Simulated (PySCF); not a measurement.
Cl₃Ga, charge +1, doublet, at a GFN2-xTB geometry (such geometries of metal compounds can be far from the true shape) (a state made from the parent by changing its charge; the spin is typed, not shown lowest). Base run: CAMB3LYP/STO-3G (PySCF).

The PySCF input:
```python
from pyscf import gto, scf, dft

mol = gto.Mole()
mol.atom = '''
    Ga   -0.00000000   -0.00000000    0.00000000
    Cl   -1.79119307   -1.12539474   -0.21186456
    Cl    0.10211325    1.98672361   -0.74984978
    Cl    1.68907982   -0.86132888    0.96171433
'''
mol.basis = 'sto-3g'
mol.charge = 1
mol.spin = 1
mol.verbose = 4
mol.build()

mf = dft.UKS(mol)
mf.xc = 'camb3lyp'
mf.kernel()
```

The base run was repeated with changes; each row names its change, and settings that it needs were set with it.

| change | ΔE vs base (mEh) | fitting functions |
|---|---|---|
| base | 0.000 | - |
| auxbasis = def2-universal-jkfit | -3.630 | 650 |
| auxbasis = autoaux | 0.168 | 578 |
| auxbasis = cc-pvtz-jkfit | -1.307 | 570 |
| auxbasis = even-tempered beta=1.6 | 0.245 | 612 |
| only_dfj = on; auxbasis = def2-universal-jfit | -42.086 | 211 |
| auxbasis = cc-pvtz-ri | -8543.6 | 532 |
| auxbasis = default (with mf = mf.density_fit()) | -3.630 | 650 |
| auxbasis = even-tempered beta=2.0 | -1.165 | 439 |
| exchange = seminumerical (SGX) (with mf = sgx.sgx_fit(mf, auxbasis='def2-universal-jfit'); with mf.with_df.dfj = True) | -42.115 | 211 |

A fitting set is made for a task (jfit for Coulomb, jkfit for Coulomb and exchange, ri for correlation) and for a family of orbital bases.

Open shells are given as the SCF converged; they aren't shown to be the lowest states, and a large step between rows can be another state.
